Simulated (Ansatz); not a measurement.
```yaml
crystal:
  periodic: [false, false, false]
  atoms:
    - {symbol: As, position_ang: [-0.993503, -1.548371, -0.435225]}
    - {symbol: As, position_ang: [1.364195, -1.333511, 0.344917]}
    - {symbol: As, position_ang: [1.412663, 0.957875, -0.846226]}
    - {symbol: As, position_ang: [-0.526262, -0.514493, 1.806756]}
    - {symbol: As, position_ang: [-0.929660, 0.694330, -1.556979]}
    - {symbol: As, position_ang: [-0.383337, 1.755557, 0.676658]}
basis:
  gaussian: {orbitals: def2-mTZVP}
total_charge: 1
magnetization: {spin_polarized: true, initial_magnetization: 1}
hamiltonian: {xc: {name: r2SCANh}, dispersion: d3bjatm}
```

```sh
$ ansatz run in.yaml --threads 4 --pin off --events-out ev --progress --plain --max-ram 8704MiB
```

Output, abridged:

```
Functional definition: r2SCANh
2238 factors; integrals over basis functions are off by at most 5.1e-4 eV
mean field evaluation 1: about -365039.2856 eV, gradient 1.6e1 eV
mean field evaluation 2: about -365038.6159 eV, gradient 1.8e1 eV
mean field evaluation 4: about -365040.5089 eV, gradient 3.0e0 eV
mean field evaluation 8: about -365040.5683 eV, gradient 1.1e-1 eV
mean field evaluation 16: about -365040.5685 eV, gradient 9.4e-3 eV
mean field evaluation 32: about -365040.5686 eV, gradient 2.1e-4 eV
mean field evaluation 64: about -365040.4762 eV, gradient 6.8e-1 eV
mean field -365040.56856553 eV, -13414.9934613988 hartree, gradient 9.0e-6 eV, S^2 0.756765; 9 other end points of the search recorded, 0 dependent functions left out
reference -365040.56857614 eV, -13414.9934617890 hartree; 99, 98 occupied and 117, 118 virtual orbitals, 2238 factors
Total energy: -365040.72890072 eV, -13414.9993536084 hartree
```

It took 1.9 min on 4 threads of Intel Xeon 6975P-C on a shared host, peak host memory 2.3 GiB.
